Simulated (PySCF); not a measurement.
BF, singlet, at a GFN2-xTB geometry; DF-CAMB3LYP/6-311+G(2d,p) (PySCF).

PySCF was given this input:
```python
from pyscf import gto, scf, dft

mol = gto.M(
    atom='''
B    -0.000000   -0.000000   -0.799877
F     0.000000    0.000000    0.444376
''',
    basis='6-311+g(2d,p)',
    charge=0,
    spin=0,
    verbose=4,
)

mf = dft.RKS(mol)
mf.xc = 'camb3lyp'
mf = mf.density_fit(auxbasis='def2-universal-jkfit')
mf.kernel()
```

Task: Predict the main parts of the log of this PySCF run.

Result: 
```
PySCF version 2.14.0

[INPUT] verbose = 4
[INPUT] num. atoms = 2
[INPUT] num. electrons = 14
[INPUT] charge = 0
[INPUT] spin (= nelec alpha-beta = 2S) = 0
[INPUT] symmetry False subgroup None
[INPUT] Mole.unit = angstrom
[INPUT] Symbol           X                Y                Z      unit          X                Y                Z       unit  Magmom
[INPUT]  1 B      0.000000000000   0.000000000000  -0.799877000000 AA    0.000000000000   0.000000000000  -1.511548463339 Bohr   0.0
[INPUT]  2 F      0.000000000000   0.000000000000   0.444376000000 AA    0.000000000000   0.000000000000   0.839748936330 Bohr   0.0

nuclear repulsion = 19.138370163785
number of shells = 22
number of NR pGTOs = 80
number of NR cGTOs = 54
basis = 6-311+g(2d,p)
ecp = {}

******** <class 'pyscf.df.df_jk.DFRKS'> ********
method = DFRKS
initial guess = minao
damping factor = 0
level_shift factor = 0
DIIS = <class 'pyscf.scf.diis.CDIIS'>
diis_start_cycle = 1
diis_space = 8
diis_damp = 0
SCF conv_tol = 1e-09
SCF conv_tol_grad = None
SCF max_cycles = 50
direct_scf = False
XC library pyscf.dft.libxc version 7.1.2
    S. Lehtola, C. Steigemann, M. J. T. Oliveira, and M. A. L. Marques,  SoftwareX 7, 1–5 (2018)
XC functionals = camb3lyp
    T. Yanai, D. P. Tew, and N. C. Handy,  Chem. Phys. Lett. 393, 51 (2004)
radial grids:
    Treutler-Ahlrichs [JCP 102, 346 (1995); DOI:10.1063/1.469408] (M4) radial grids

becke partition: Becke, JCP 88, 2547 (1988); DOI:10.1063/1.454033
pruning grids: <function nwchem_prune>
grids dens level: 3
symmetrized grids: False
atomic radii adjust function: <function treutler_atomic_radii_adjust>
small_rho_cutoff = 0
Set gradient conv threshold to 3.16228e-05
Initial guess from minao.
tot grids = 28312
******** <class 'pyscf.df.df.DF'> ********
auxbasis = def2-universal-jkfit
Create RSH-DF object <pyscf.df.df.DF object> for omega=0.33
******** <class 'pyscf.df.df.DF'> ********
auxbasis = auxmol.basis = def2-universal-jkfit
init E= -124.757928783781
  HOMO = -0.29595030243253  LUMO = -0.0196656406020007  gap/eV = 7.51809
cycle= 1 E= -124.635446223861  delta_E= 0.122  |g|= 0.425  |ddm|=  1.1
  HOMO = -0.365870034300784  LUMO = -0.00400276818981734  gap/eV = 9.84691
cycle= 2 E= -124.609773952234  delta_E= 0.0257  |g|= 0.628  |ddm|= 0.457
  HOMO = -0.350726916579841  LUMO = -0.00317842237452895  gap/eV = 9.45728
cycle= 3 E= -124.665245149493  delta_E= -0.0555  |g|= 0.0139  |ddm|= 0.215
  HOMO = -0.346836487025612  LUMO = -0.000278226665991963  gap/eV = 9.43033
cycle= 4 E= -124.665299358107  delta_E= -5.42e-05  |g|= 0.0044  |ddm|= 0.0266
  HOMO = -0.347864489214402  LUMO = -0.00107884737741607  gap/eV = 9.43652
cycle= 5 E= -124.665303458529  delta_E= -4.1e-06  |g|= 0.00046  |ddm|= 0.00533
  HOMO = -0.34787544920021  LUMO = -0.00115673032699484  gap/eV = 9.43470
cycle= 6 E= -124.665303550191  delta_E= -9.17e-08  |g|= 0.000119  |ddm|= 0.00117
  HOMO = -0.347899701569439  LUMO = -0.00117422695030276  gap/eV = 9.43488
cycle= 7 E= -124.66530355338  delta_E= -3.19e-09  |g|= 8.73e-06  |ddm|= 0.000189
  HOMO = -0.347897527134187  LUMO = -0.00117367670592585  gap/eV = 9.43484
cycle= 8 E= -124.665303553418  delta_E= -3.75e-11  |g|= 1.2e-06  |ddm|= 2.79e-05
  HOMO = -0.347898191920414  LUMO = -0.00117416160399558  gap/eV = 9.43484
Extra cycle  E= -124.665303553419  delta_E= -7.96e-13  |g|= 2.99e-07  |ddm|= 7.17e-06
converged SCF energy = -124.665303553419
```
